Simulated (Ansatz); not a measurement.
Reaction (isomerisation): `COCN[SiH3]` → `C[Si](C)(N)O`

Isolated molecules relaxed with PBE0-D4/def2-TZVP in Ansatz; ΔE leaves out vibrations. CBS: MP2 limit from def2 TZ/QZ plus the TZ coupled-cluster correction, frozen cores. Functionals use def2-TZVPP. B3LYP here is the variant with VWN-RPA as its local correlation; programs differ in this. One conformer a species, not always the lowest.

`COCN[SiH3]`:

Cartesian coordinates in Å:
```
C -0.457 0.998 1.684
O 0.522 0.054 1.346
C 0.031 -1.003 0.552
N -0.395 -0.637 -0.764
Si 0.695 -0.019 -1.952
H 0.006 1.722 2.354
H -0.838 1.530 0.804
H -1.304 0.526 2.204
H -0.802 -1.498 1.072
H 0.868 -1.702 0.483
H -1.369 -0.390 -0.835
H 1.905 -0.881 -1.935
H 1.130 1.392 -1.746
H 0.006 -0.092 -3.267
```

`C[Si](C)(N)O`:

Cartesian coordinates in Å:
```
C -1.051 -0.467 -1.353
Si -0.206 0.108 0.202
C 1.475 0.834 -0.160
N 0.051 -1.121 1.378
O -1.251 1.234 0.816
H -2.008 -0.942 -1.121
H -1.252 0.373 -2.023
H -0.435 -1.193 -1.890
H 2.138 0.098 -0.623
H 1.384 1.678 -0.847
H 1.957 1.196 0.752
H 0.961 -1.534 1.497
H -0.679 -1.758 1.650
H -1.084 1.493 1.723
```

```csv
level,ΔE (kJ/mol),difference from CCSD(T)/CBS
PBE-D4,-326.5,21.2
B3LYP-D4,-330.6,17.1
ωB97X-V,-328.1,19.6
PBE,-325.4,22.3
PBE0,-334.1,13.6
CCSD/def2-TZVPP,-337.8,9.9
CCSD(T)/def2-TZVPP,-337.0,10.7
SCS-MP2/def2-QZVPP,-344.5,3.2
HF/CBS(def2),-325.3,22.4
CCSD/CBS(def2),-348.6,-0.9
CCSD(T)/CBS,-347.7,0
```

Largest T1 diagnostic among the species: 0.011.

From PBE to PBE0 (25 % exact exchange), in def2-TZVPP and without D4, ΔE moves by −8.7 kJ/mol. In def2-TZVPP, CCSD(T) changes the Hartree–Fock value by −12.9 kJ/mol (the triples alone add +0.8 kJ/mol) and MP2 by −29.0 kJ/mol.

CCSD(T)/CBS has its own doubt, a few kJ/mol and more with outer-core shells, so smaller differences from it don't rank the levels.
